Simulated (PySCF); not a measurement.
C3H5ClSi, SMILES C=C=C[SiH2]Cl. Atoms are numbered in the order given.

```xyz
10

C      3.1390    -0.0562    -0.6324
C      2.0510     0.1312     0.0676
C      0.9363     0.3250     0.7300
Si    -0.6484     0.6732    -0.1774
Cl    -2.0115    -0.8533     0.1675
H      3.7895     0.7821    -0.9007
H      3.4302    -1.0588    -0.9611
H      0.9474     0.2788     1.8274
H     -0.3729     0.7502    -1.6366
H     -1.2797     1.9292     0.3161
```
Charge 0, spin multiplicity 1.

The structure is a stationary point at PBE0-D3(BJ)/def2-SVP. This is a generated structure with no PubChem entry under its InChIKey; it may be hypothetical. Other conformers were not sampled.

These are PBE/def2-TZVP (PySCF) values and carry that method's errors.

The molecule is in vacuum.

| Property | Value |
|---|---|
| total energy | -866.58099 hartree |
| highest occupied level | -6.59 eV |
| lowest empty level | -1.69 eV |
| orbital gap | 4.91 eV |
| dipole moment | 1.81 D |
| quadrupole, principal values (traceless, Buckingham form, about the centre of nuclear charge) | -2.46, -0.81, 3.27 D·Å |
| mean static polarisability | 78.2 bohr³ (11.59 Å³) |
| polarisability, principal values | 58.4, 61.3, 114.8 bohr³ |
